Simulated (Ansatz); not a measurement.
One change: `P[SiH2][SeH]` becomes `Cl[SiH2][SeH]`.

Ansatz, PBE0-D4/def2-TZVP geometries, multiplicity 1. Each molecule was computed in one conformer, which needn't be the lowest.

Scalar relativity is left out up to krypton. Spin–orbit coupling is left out; it splits and shifts lone-pair levels of the heavy atoms by tenths of an eV.

```
                                                                                  property  `P[SiH2][SeH]`
                                                       HOMO energy (B3LYP/def2-TZVPP) / eV           -6.86
                                        size of the dipole moment (ωB97M-V/def2-TZVPP) / D            0.47
                                                   HOMO–LUMO gap (ωB97M-V/def2-TZVPP) / eV           10.72
                                                      HOMO–LUMO gap (PBE0/def2-TZVPP) / eV            6.78
ideal-gas entropy at 298 K and 1 bar (rigid rotor, harmonic PBE0-D4/def2-TZVP) / J/(mol·K)             340
                                          size of the dipole moment (B3LYP/def2-TZVPP) / D            0.43
```

(1) What does the change do to each property? (Best estimate.)

Answers

(1) Computed: 
```csv
property,`Cl[SiH2][SeH]`,shift
HOMO energy (B3LYP/def2-TZVPP) / eV,-7.09,-0.23
size of the dipole moment (ωB97M-V/def2-TZVPP) / D,1.58,1.11
HOMO–LUMO gap (ωB97M-V/def2-TZVPP) / eV,10.99,0.27
HOMO–LUMO gap (PBE0/def2-TZVPP) / eV,6.96,0.18
"ideal-gas entropy at 298 K and 1 bar (rigid rotor, harmonic PBE0-D4/def2-TZVP) / J/(mol·K)",326,-14
size of the dipole moment (B3LYP/def2-TZVPP) / D,1.57,1.14
```

The zero-point energy changes by -42.6 kJ/mol with -6 modes. Dipoles are sizes alone; their direction can turn.

B3LYP here is the variant with VWN-RPA as its local correlation; programs differ in this.
